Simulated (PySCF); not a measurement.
What an electron can do to CuH

PBE0 in PySCF with def2-TZVPPD on every atom, for the lowest determinant that a PBE0 search found; no spin–orbit coupling.

```csv
species,state (unpaired electrons),Re (Å),ωe (cm⁻¹),energy of the minimum from the neutral (eV),De (eV),dissociates to
CuH,singlet (closed shell),1.482,1882,0.00,2.58,Cu (3d10 4s1) + H
CuH⁺,doublet (σ ↑),1.493,1701,9.31,1.05,Cu⁺ (3d10) + H
```

Task: Work out the lowest energy to break CuH into atoms, from its vibrational ground state.

Result: D0 = De − ωe/2 = 2.58 − 0.12 = 2.46 eV (PBE0/def2-TZVPPD).

Task: Work out the ionisation energy of the Cu atom at this level and the threshold of dissociative ionisation.

Result: IE(Cu) = 9.31 + 1.05 − 2.58 = 7.78 eV, so Cu⁺ (3d10) + H + e⁻ appears at D0 + IE(Cu) = 10.24 eV (PBE0/def2-TZVPPD). The measured IE(Cu) is 7.726 eV (NIST ASD).

These are thermodynamic thresholds; the onsets seen under electron impact lie higher where the geometry changes, and cross-sections peak well above them.

For an ion De counts to the pair picked by the measured ionisation energies or electron affinities, which need not be the lowest pair at this level.
